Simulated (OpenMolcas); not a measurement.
**What dynamic correlation does to the levels of Fe II**

- Program: OpenMolcas 26.06
- Basis: ANO-RCC-VTZP [6s5p3d2f1g]
- Scalar Hamiltonian: DKH2, point nucleus
- Active space: 7 electrons in 6 orbitals (3d 4s)
- State averaging: 2S+1 = 6 even, 6 roots; 2S+1 = 4 even, 35 roots; 2S+1 = 2 even, 52 roots
- Spin-orbit coupling: RASSI with atomic mean-field integrals over the reference wave functions, term energies averaged over their components

Methods on the same reference wave functions:
A. CASSCF
B. SS-CASPT2, IPEA 0.25 Eh, imaginary shift 0.1 Eh (closed shells correlated: 3s 3p)
C. MS-CASPT2, IPEA 0.25 Eh, imaginary shift 0.1 Eh (closed shells correlated: 3s 3p)

Energies in cm-1 above 3d6 4s 6D 9/2, the measured ground level; measured values from NIST Handbook of Basic Atomic Spectroscopic Data.

```
                Level      A      B      C  Measured
        3d6 4s 6D 9/2    0.0    0.0    0.0       0.0
        3d6 4s 6D 7/2    393    395    395       385
        3d6 4s 6D 5/2    686    687    687       668
        3d6 4s 6D 3/2    889    887    887       863
        3d6 4s 6D 1/2   1008   1004   1004       977
        3d6 4s 4D 7/2   9531   6080   6080          
        3d6 4s 4D 5/2   9979   6530   6530          
        3d6 4s 4D 3/2  10279   6830   6830          
        3d6 4s 4D 1/2  10452   7000   7000          
       3d6 4s 4H 13/2  23554  20800  20800     21252
       3d6 4s 4H 11/2  23714  20950  20950     21430
        3d6 4s 4H 9/2  23851  21080  21080     21582
        3d6 4s 4H 7/2  23965  21200  21200     21712
        3d6 4s 4P 5/2  25637  19930  19930          
        3d6 4s 4P 3/2  26626  20910  20910          
        3d6 4s 4F 9/2  26765  21990  21990          
        3d6 4s 4F 7/2  26924  22140  22140          
        3d6 4s 4F 5/2  27067  22270  22270          
        3d6 4s 4F 3/2  27182  22380  22380          
        3d6 4s 4P 1/2  27272  21560  21560          
3d6 4s 4G 11/2 [58 %]  29143  25060  25060     25429
 3d6 4s 4G 9/2 [57 %]  29567  25450  25450     25805
3d6 4s 2H 11/2 [58 %]  29689  25710  25710     26170
 3d6 4s 2H 9/2 [59 %]  29825  25850  25850     26353
```

Deviations, from unrounded energies. A percentage is the sum of absolute deviations over the sum of measured energies, with the sign that they share, or ± where signs differ.

| Against measurement | Levels | A | B | C |
| --- | --- | --- | --- | --- |
| mean absolute deviation (cm-1) | 12 | 2000 | 310 | 310 |
| fine structure of the ground term (%) | 4 | +2.9 | +2.8 | +2.8 |
| other terms of the ground configuration (%) | 8 | +12.4 | -1.9 | -1.9 |

B, C lie about equally close to measurement and A furthest from it. The largest miss of C in the table is 3d6 4s 4H 7/2, by -520 cm-1. The ranking rests on the paired levels alone, and a cruder setting can come out closer through cancelling errors.

Between B and C no level of the table moves by more than 5 cm-1.

The two smallest mean deviations differ by little beside CASPT2's spread within terms, so their order carries little weight.

From A to B the spin-free energies of the other terms of 3d6 4s shown, above 6D, scale by factors of 0.64 to 0.88.

The lowest spin-free term lies below A's lowest term by 0.475 hartree in B, 0.475 hartree in C.

CASPT2 does not keep the components of a term degenerate, so their means are used; among the terms shown or strongly mixed into the levels shown the widest spread is 430 cm-1 (3d6 4s 2H, C). Over all roots computed the reference weight is 0.88 to 0.94 in B, 0.88 to 0.94 in C; the roots of lowest weight are the least certain, and an intruder state may touch them. Some levels mix across a computed gap that differs much from the measured one, so their mixing is not that of the real levels. No level of 3d7 was computed, though it lies in the active space. Without dynamic correlation excited terms often stand tens of per cent too high (terms of higher spin than the ground term too low), and those without a measured partner can miss by more than the paired ones (holds for A). The CASPT2 spread within a term exceeds the gap to the next term for 3d6 4s 4G and 3d6 4s 2H, so the order of their levels is uncertain, and so are names and mixing where such terms share a J (holds for C). Measured partners are found by configuration, term and J. A level has none where our copy of the source lacks it or the pairing is in doubt (some pairs that miss far off the trend of their configuration count as doubtful), and it then counts in no deviation. Levels of configurations outside the active space are missing. The table leaves out levels that lie high or whose names do not pair safely across all columns.

A share in square brackets marks a mixed level and gives the weight of the term that names it, the lowest over the columns.
